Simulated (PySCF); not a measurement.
Ge(H)(SH) (GeH2S), SMILES [GeH][SH] (connectivity only; charge and spin as stated), neutral, multiplicity 1. Coordinates come from a PBE0-D3(BJ)/def2-TZVP optimisation.

The numbers are results of PBE0-D3(BJ)/def2-TZVP (PySCF 2.14.0), not measurements.

Harmonic wavenumbers (cm⁻¹): 408, 590, 591, 856, 1925, 2696. Rotational constants (GHz): 118.7, 4.503, 4.339; symmetry number 1.

Problem. Work out the zero-point energy and the ideal-gas rigid-rotor harmonic-oscillator thermochemistry at 298.15 K and 1 atm.

Solution. ZPE = ½ Σ hcν = ½ × 7067 cm⁻¹ = 10.10 kcal/mol. H − E(el) = 12.91 kcal/mol. Entropy in cal/(mol K): translation 39.91, rotation 22.45, vibration 2.03, total 64.40. G − E(el) = -6.29 kcal/mol. Cp = 12.08 cal/(mol K).
